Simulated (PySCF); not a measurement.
A structure optimised at B3LYP-D3(BJ)/def2-SVP, used in a PySCF frequency run:

```xyz
13

O      1.3110     0.6695    -1.0446
B      1.0791    -0.2393    -0.0610
O      2.1103    -0.5563     0.7833
C     -0.3476    -0.8841     0.0684
C     -1.4288    -0.5098    -0.9481
C     -1.5033     0.0126     0.4354
F     -1.2451     1.3376     0.6598
H      2.2018     1.0403    -0.9917
H      1.8624    -1.1802     1.4745
H     -0.4028    -1.8919     0.4981
H     -1.1194     0.1971    -1.7223
H     -2.1537    -1.2662    -1.2614
H     -2.2699    -0.3586     1.1246
```
Charge 0, spin multiplicity 1.

**Question.** Write its SMILES and formula.

**Answer.** OB(O)[C@@H]1C[C@@H]1F, C₃H₆BFO₂

**Question.** What are its rotational constants (standard atomic weights)?

**Answer.** 4.1613, 1.8383, 1.8010 GHz
